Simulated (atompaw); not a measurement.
O (Z = 8) PAW (atompaw): all-electron and pseudo phase curves

oxygen, PAW, made with atompaw 4.2.0.5 (PBEsol, non-relativistic). Core [He], reference 2s1.75 2p4.25. Waves: 2s (bound): rc 0.70 bohr; 2s channel at 3.2 Ry: rc 2.00 bohr; 2p (bound): rc 2.00 bohr; 2p channel at -0.05 Ry: rc 2.00 bohr; 3d channel at 0.2 Ry: rc 1.80 bohr. Local part: bessel scheme, radius 1.45 bohr. Core correction: smooth core density matched at 1.05 bohr. Augmentation charge: sinc compensation charge, radius 1.75 bohr; PAW radius 2.00 bohr; waves and projectors: custom polynom vanderbiltortho.

The phase is arctan(r·u′/u) with u = r·R(r), unwrapped; energies in Ry, scanned from -4 to 5 Ry. A pole is an energy at which the radial function vanishes at the test radius. The pseudo phase is shifted by a multiple of π to meet the all-electron one at the reference energy, and phase errors are pseudo minus all-electron; the curves can meet again beyond the range given. Levels narrower than the energy grid can be missing from the lists of poles.

```tsv
channel	radius (bohr)	reference energy (Ry)	poles, all-electron	poles, pseudo	unbroken range about the reference energy with phases within 0.05 rad	phase error 1 Ry above the reference energy (rad)
s	2.00	-1.76	-1.29	-1.29	the whole range	-0.001
p	2.00	-0.67	-0.13	-0.13	the whole range	+0.000
d	2.00	0.20	none	none	the whole range	+0.001
```

Phases in the d channel:

```json
{"E (Ry)": "-4.00", "all-electron": "1.349", "pseudo": "1.349"}
{"E (Ry)": "-3.76", "all-electron": "1.344", "pseudo": "1.344"}
{"E (Ry)": "-3.52", "all-electron": "1.338", "pseudo": "1.338"}
{"E (Ry)": "-3.28", "all-electron": "1.332", "pseudo": "1.332"}
{"E (Ry)": "-3.04", "all-electron": "1.326", "pseudo": "1.326"}
{"E (Ry)": "-2.80", "all-electron": "1.319", "pseudo": "1.319"}
{"E (Ry)": "-2.56", "all-electron": "1.311", "pseudo": "1.311"}
{"E (Ry)": "-2.32", "all-electron": "1.302", "pseudo": "1.302"}
{"E (Ry)": "-2.08", "all-electron": "1.293", "pseudo": "1.293"}
{"E (Ry)": "-1.84", "all-electron": "1.283", "pseudo": "1.283"}
{"E (Ry)": "-1.60", "all-electron": "1.271", "pseudo": "1.272"}
{"E (Ry)": "-1.36", "all-electron": "1.259", "pseudo": "1.259"}
{"E (Ry)": "-1.12", "all-electron": "1.244", "pseudo": "1.244"}
{"E (Ry)": "-0.88", "all-electron": "1.228", "pseudo": "1.228"}
{"E (Ry)": "-0.64", "all-electron": "1.209", "pseudo": "1.209"}
{"E (Ry)": "-0.40", "all-electron": "1.188", "pseudo": "1.188"}
{"E (Ry)": "-0.16", "all-electron": "1.162", "pseudo": "1.162"}
{"E (Ry)": "0.08", "all-electron": "1.131", "pseudo": "1.131"}
{"E (Ry)": "0.32", "all-electron": "1.094", "pseudo": "1.094"}
{"E (Ry)": "0.56", "all-electron": "1.048", "pseudo": "1.048"}
{"E (Ry)": "0.80", "all-electron": "0.990", "pseudo": "0.990"}
{"E (Ry)": "1.04", "all-electron": "0.913", "pseudo": "0.914"}
{"E (Ry)": "1.28", "all-electron": "0.810", "pseudo": "0.811"}
{"E (Ry)": "1.52", "all-electron": "0.667", "pseudo": "0.669"}
{"E (Ry)": "1.76", "all-electron": "0.464", "pseudo": "0.468"}
{"E (Ry)": "2.00", "all-electron": "0.184", "pseudo": "0.192"}
{"E (Ry)": "2.24", "all-electron": "-0.160", "pseudo": "-0.147"}
{"E (Ry)": "2.48", "all-electron": "-0.503", "pseudo": "-0.488"}
{"E (Ry)": "2.72", "all-electron": "-0.781", "pseudo": "-0.766"}
{"E (Ry)": "2.96", "all-electron": "-0.983", "pseudo": "-0.969"}
{"E (Ry)": "3.20", "all-electron": "-1.126", "pseudo": "-1.113"}
{"E (Ry)": "3.44", "all-electron": "-1.230", "pseudo": "-1.218"}
{"E (Ry)": "3.68", "all-electron": "-1.308", "pseudo": "-1.296"}
{"E (Ry)": "3.92", "all-electron": "-1.368", "pseudo": "-1.356"}
{"E (Ry)": "4.16", "all-electron": "-1.416", "pseudo": "-1.404"}
{"E (Ry)": "4.40", "all-electron": "-1.456", "pseudo": "-1.444"}
{"E (Ry)": "4.64", "all-electron": "-1.490", "pseudo": "-1.477"}
{"E (Ry)": "4.88", "all-electron": "-1.519", "pseudo": "-1.506"}
```
